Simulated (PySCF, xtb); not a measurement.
2-methylpenta-1,4-diene (C₆H₁₀), SMILES C=CCC(=C)C.

GFN2-xTB (xtb) at its own geometry gives an orbital gap of 4.93 eV and a dipole moment of 0.66 D.

Coordinates come from a PBE0-D3(BJ)/def2-SVP optimisation. One conformer was computed; it need not be the lowest.

### Question
What does PBE/def2-TZVP in PySCF give? (An estimate is asked for; the answer gives what the named calculation found.)

### Answer
gap 5.05 eV (levels -5.99 and -0.95 eV), dipole 0.54 D.
